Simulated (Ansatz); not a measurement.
`C#[C][Hf]([F])([Cl])[Cl]` + `[CH3][Bi]([F])[Cl]` → `C#[C][Hf]([Cl])([Cl])[Cl]` + `[CH3][Bi]([F])[F]` at 700 K and 1 bar (redistribution).

Calculated with Ansatz (gas phase, PBE0-D4/def2-TZVP geometries, no zero-point term in ΔE). CCSD(T)/CBS adds triple-zeta CCSD(T) − MP2 to the extrapolated MP2 energy (def2 sets, frozen cores). Elements past krypton have def2 core potentials. For Bi, Hf outer-core shells are correlated without core-valence functions, which leaves a few kJ/mol of doubt a bond.

```
                    species  CCSD(T)/CBS energy (Eh)  H − E (kJ/mol)  S (J/(mol·K))
 `C#[C][Hf]([F])([Cl])[Cl]`              -1144.14428           136.9          519.3
       `[CH3][Bi]([F])[Cl]`               -813.67105           163.3          446.5
`C#[C][Hf]([Cl])([Cl])[Cl]`              -1504.12469           136.2          523.6
        `[CH3][Bi]([F])[F]`               -453.67018           163.7          436.5
```

H − E and S are ideal-gas, rigid-rotor, harmonic terms from PBE0-D4/def2-TZVP, for one conformer and one mirror image of each species. 1 Eh = 2625.50 kJ/mol, R = 8.31446 J/(mol·K).

Task: By hand: ΔE, ΔH, ΔS and ΔG.

Result: ΔE = (-1504.12469) + (-453.67018) − (-1144.14428) − (-813.67105) = 0.02046 Eh = 53.7 kJ/mol. Δ(H − E) = 136.2 + 163.7 − 136.9 − 163.3 = -0.3, so ΔH = 53.4 kJ/mol. ΔS = 523.6 + 436.5 − 519.3 − 446.5 = -5.7 J/(mol·K). ΔG = 53.4 − 700 × (-5.7)/1000 = 57.4 kJ/mol.

Task: By hand: the equilibrium constant, and the temperature at which ΔG would vanish if ΔH and ΔS stayed fixed.

Result: log₁₀ K = −ΔG/(RT ln 10) = -4.3. ΔH and −TΔS have one sign here, so there is no such temperature. One of them is within its doubt of zero, so this could turn.

The number of gas molecules stays the same, so ΔS is small and ΔH decides. A doubt of 5 kJ/mol in ΔE shifts log₁₀ K by 0.4 here. Other conformers and mirror images would add mixing entropy, several J/(mol·K) or more a flexible species. These are equilibria of isolated gas molecules and say nothing of rates. Largest T1 diagnostic: 0.015 (customary marks: 0.02 for closed shells, 0.045 for open ones).
